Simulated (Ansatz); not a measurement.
Ansatz (a first-principles code) input:

Ansatz 0.2 input:
```yaml
crystal:
  periodic: [false, false, false]
  atoms:
    - {symbol: C, position_ang: [1.68957769, -1.01846461, 0.20852227]}
    - {symbol: O, position_ang: [0.92997032, 0.14367055, 0.53707130]}
    - {symbol: C, position_ang: [-0.31388717, 0.24085973, -0.01845277]}
    - {symbol: C, position_ang: [-1.29710699, -0.85549279, 0.32063892]}
    - {symbol: F, position_ang: [-0.79755632, 1.43887045, 0.39631746]}
    - {symbol: F, position_ang: [-0.20215478, 0.32902431, -1.39353573]}
    - {symbol: H, position_ang: [1.27287992, -1.91246484, 0.67872735]}
    - {symbol: H, position_ang: [1.74621761, -1.15822264, -0.87188119]}
    - {symbol: H, position_ang: [2.68648429, -0.84084498, 0.60281342]}
    - {symbol: H, position_ang: [-2.26485741, -0.60850466, -0.11106890]}
    - {symbol: H, position_ang: [-1.39007280, -0.93370737, 1.40265434]}
    - {symbol: H, position_ang: [-0.96451544, -1.80808653, -0.08710151]}
basis:
  gaussian:
    orbitals: STO-3G
hamiltonian:
  xc: {name: PBE0}
```

Question: Predict the final energy.

Answer: -387.11604 Eh (PBE0/STO-3G). The basis has 36 functions.
